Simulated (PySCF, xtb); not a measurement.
BBrFH2N. Atoms are numbered in the order given.

```xyz
6

B     -0.0671    -0.9452     0.0000
F     -1.2657    -1.5154     0.0000
Br     0.0294     0.9828     0.0000
N      1.0895    -1.7136     0.0000
H      2.0159    -1.3124     0.0000
H      1.0554    -2.7251     0.0000
```

Coordinates come from a PBE0-D3(BJ)/def2-SVP optimisation. Other conformers were not sampled.

Method: PySCF with C-PCM-B3LYP/def2-SVP.

The values are the electrostatic part of the solvation free energy, E(continuum) − E(gas) at the gas-phase geometry, in a cavity of scaled van der Waals radii (PySCF's table); cavitation and dispersion terms are not included. In vacuum the orbital gap is 8.67 eV. The dipole moment in vacuum is 2.99 D.

Computed values in water (ε = 78.36), benzene (ε = 2.27), dimethylsulfoxide (ε = 46.83):
```json
[
 {"solvent": "water", "ε": "78.36", "ΔG(elec) (kcal/mol)": "-4.6", "dipole (D)": "3.70", "gap (eV)": "8.67"},
 {"solvent": "benzene", "ε": "2.27", "ΔG(elec) (kcal/mol)": "-2.5", "dipole (D)": "3.35", "gap (eV)": "8.68"},
 {"solvent": "dimethylsulfoxide", "ε": "46.83", "ΔG(elec) (kcal/mol)": "-4.6", "dipole (D)": "3.69", "gap (eV)": "8.67"}
]
```

For comparison, GFN2-xTB/ALPB(water) (xtb, at the GFN2-xTB geometry, all terms of that model) gives -5.2 kcal/mol.
